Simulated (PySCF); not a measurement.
Two species compared at the same levels of theory.

First species: C₈H₈FOP.
InChI=1S/C8H8FOP/c1-10-6-11-8-4-2-7(9)3-5-8/h2-6H,1H3

Second species: C₈H₆N₂.
SMILES: `C=Nc1cccc(C#N)c1`

Levels: PBE0/pcSseg-1 for dipole moment, HOMO energy, LUMO energy and HOMO–LUMO gap; GFN2-xTB for rotational constant A and rotational constant C. Geometries: GFN2-xTB. All species are isolated and taken at one optimised geometry, non-relativistic unless stated; the electronic structure was computed with PySCF and density fitting.

The conformers computed, where there is a choice (atom-mapped SMILES and torsion angles):
- `[CH3:1][O:2]/[CH:3]=[P:4]/[c:5]1[cH:6][cH:7][c:8]([F:9])[cH:10][cH:11]1`: C1–O2–C3–P4 0°, C3–P4–C5–C6 177°
- `[CH2:1]=[N:2][c:3]1[cH:4][cH:5][cH:6][c:7]([C:8]#[N:9])[cH:10]1`: C1–N2–C3–C4 -52°

Values for the first species:

```
Dipole moment         : 1.80 D
HOMO energy           : -6.21 eV
LUMO energy           : -1.48 eV
HOMO–LUMO gap         : 4.73 eV
Rotational constant A : 3.795 GHz
Rotational constant C : 0.357 GHz
```

Problem. Estimate the same properties for the second species, and the change in each.

Solution. 
```
             property      first     second  second less first
        dipole moment     1.80 D     5.70 D            +3.90 D
          HOMO energy   -6.21 eV   -7.18 eV           -0.97 eV
          LUMO energy   -1.48 eV   -1.70 eV           -0.22 eV
        HOMO–LUMO gap    4.73 eV    5.48 eV           +0.75 eV
rotational constant A  3.795 GHz  2.998 GHz         -0.797 GHz
rotational constant C  0.357 GHz  0.696 GHz         +0.339 GHz
```

On the first: The dipole equals about 6.0 × 10⁻³⁰ C·m (1 D = 3.33564 × 10⁻³⁰ C·m). GFN2-xTB frequencies show an imaginary mode (61i cm⁻¹), so this geometry is no minimum at that level.

On the second: The dipole equals about 19.0 × 10⁻³⁰ C·m (1 D = 3.33564 × 10⁻³⁰ C·m). A dipole of 5.70 D is allowed in C1, and pure rotational transitions are dipole-allowed.
